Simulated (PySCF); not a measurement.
Magnetic shielding above rings: a mixed set.

Probes without a nucleus sit at each ring's centroid and 1 Å off its mean plane on both sides; NICS is minus the shielding there, NICSzz its component along the normal. Level: GIAO PBE0/pcSseg-1 (PySCF, non-relativistic, gas phase) on the GFN2-xTB geometries, one conformer each. Atom numbers follow the mapped SMILES.

Question: Order these rings by mean NICS(1)zz, lowest (most negative) first (ppm).
A. ring C5–C6–Si7 in `[CH3:1][CH2:2][CH2:3][O:4][C@@H:5]1[CH2:6][SiH2:7]1`
B. ring C1–C2–C3–C4–C9–C10 in `[cH:1]1[cH:2][cH:3][c:4]2[cH:5][p:6][cH:7][cH:8][c:9]2[cH:10]1`
C. ring Si2–S5–C6–Si7–C8–S9 in `[OH:1][Si:2]1([O:3][SiH3:4])[S:5][CH2:6][SiH2:7][CH2:8][S:9]1`
D. ring C4–P5–C6–C7–C8–C9 in `[cH:1]1[cH:2][cH:3][c:4]2[p:5][cH:6][cH:7][cH:8][c:9]2[cH:10]1`
E. ring C5–C6–C7–C8–C9–N10 in `[CH3:1][CH2:2][P:3]([CH3:4])[c:5]1[cH:6][cH:7][cH:8][cH:9][n:10]1`
F. ring N4–C5–C6–P8–C9 in `[CH2:1]=[CH:2][CH2:3][n:4]1[cH:5][c:6]([CH3:7])[p:8][c:9]1[CH3:10]`

Answer: B (-29.4), E (-27.6), D (-25.9), F (-24.0), A (-15.2), C (5.3).

```json
{"SMILES": "c1ccc2cpccc2c1", "ring": "6-membered carbocycle; formal bonds all aromatic", "NICS(0)": "-8.8", "NICS(1)": "-11.8", "NICS(1)zz": "-29.4", "HOMA": "0.85", "rms pucker (Å)": "0.00", "ring atoms with four or more neighbours": "0"}
{"SMILES": "CCP(C)c1ccccn1", "ring": "6-membered ring with N; formal bonds all aromatic", "NICS(0)": "-6.7", "NICS(1)": "-11.1", "NICS(1)zz": "-27.6", "HOMA": "0.99", "rms pucker (Å)": "0.00", "ring atoms with four or more neighbours": "0"}
{"SMILES": "c1ccc2pcccc2c1", "ring": "6-membered ring with P; formal bonds all aromatic", "NICS(0)": "-7.2", "NICS(1)": "-10.5", "NICS(1)zz": "-25.9", "HOMA": "0.80", "rms pucker (Å)": "0.00", "ring atoms with four or more neighbours": "0"}
{"SMILES": "C=CCn1cc(C)pc1C", "ring": "5-membered ring with N and P; formal bonds all aromatic", "NICS(0)": "-11.2", "NICS(1)": "-10.1", "NICS(1)zz": "-24.0", "HOMA": "0.79", "rms pucker (Å)": "0.00", "ring atoms with four or more neighbours": "0"}
{"SMILES": "CCCO[C@@H]1C[SiH2]1", "ring": "3-membered ring with Si; formal bonds all single", "NICS(0)": "-24.3", "NICS(1)": "-7.9", "NICS(1)zz": "-15.2", "HOMA": "–", "rms pucker (Å)": "0.00", "ring atoms with four or more neighbours": "3"}
{"SMILES": "O[Si]1(O[SiH3])SC[SiH2]CS1", "ring": "6-membered ring with 2 S and 2 Si; formal bonds all single", "NICS(0)": "-2.3", "NICS(1)": "-1.6", "NICS(1)zz": "5.3", "HOMA": "–", "rms pucker (Å)": "0.35", "ring atoms with four or more neighbours": "4"}
```

NICS(0) gives another order. The isotropic NICS(1) gives the same order. Over the 4 rings with a HOMA value its correlation coefficient with NICS(1)zz is -0.53. HOMA uses Krygowski's 1993 parameters; it is left out where a ring has a four-coordinate atom, a triple bond, no multiple bond or a kind of bond without parameters. NICS(1) and NICS(1)zz are means over the two faces.
